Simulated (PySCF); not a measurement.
InFI₂, SMILES [I][In]([I])[F].

Coordinates come from a PBE0-D3(BJ)/def2-SVP optimisation. The structure was generated by enumeration; whether it is a known compound was not checked. The def2 effective core potentials stand for the cores of I, In; spin–orbit coupling is left out.

Calculation: PBE/def2-TZVP run with PySCF.

Symmetry labels are those of the subgroup C2v that the program uses (full group C2v).

List the valence orbital energies around the gap with their symmetry. (Estimate from the structure and the level; the computed values follow.)


```csv
orbital,symmetry,energy (eV)
HOMO−7,A1,-9.17
HOMO−6,B2,-9.01
HOMO−5,B1,-8.85
HOMO−4,B2,-8.10
HOMO−3,B1,-7.37
HOMO−2,A1,-7.16
HOMO−1,A2,-7.11
HOMO,B2,-6.99
LUMO,A1,-3.93
LUMO+1,B1,-2.59
LUMO+2,A1,-0.50
LUMO+3,B2,-0.09
```
